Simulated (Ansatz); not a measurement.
System: furan-2-ol, C4H4O2, net charge 0, singlet state. 
Structure (B3LYP-D3(BJ)/def2-TZVP (Ansatz, a quantum-chemistry and plane-wave program) minimum search):
```xyz
10

O      1.9593     0.1086     0.4462
C      0.6429     0.1299     0.1908
C     -0.3044     1.0663     0.4409
C     -1.5269     0.5081    -0.0686
C     -1.2312    -0.7060    -0.5808
O      0.1208    -0.9543    -0.4251
H      2.3276    -0.7252     0.1277
H     -0.1542     2.0173     0.9191
H     -2.5010     0.9670    -0.0488
H     -1.7957    -1.4831    -1.0606
```
Charge 0, spin multiplicity 1.

Basis-set convergence of Hartree-Fock and CCSD(T) correlation energies (hartree) with Ansatz. Correlated levels leave the core frozen unless marked. No spin-orbit coupling. Non-relativistic.

```json
[
 {"basis": "aug-cc-pVDZ", "functions": "174", "E(HF)": "-303.53001", "E(corr, CCSD(T))": "-0.99254"},
 {"basis": "aug-cc-pVTZ", "functions": "368", "E(HF)": "-303.60327", "E(corr, CCSD(T))": "-1.18439"},
 {"basis": "aug-cc-pVQZ", "functions": "664", "E(HF)": "-303.62189", "E(corr, CCSD(T))": "-1.24376"}
]
```

Extrapolating the two largest sets (X = 3 and 4) as X^-3: E(corr) = (64·(-1.24376) - 27·(-1.18439))/37 = -1.2871 Eh, an estimate of the basis-set limit. The largest set recovers 96.6 % of it, the smallest 77.1 %.
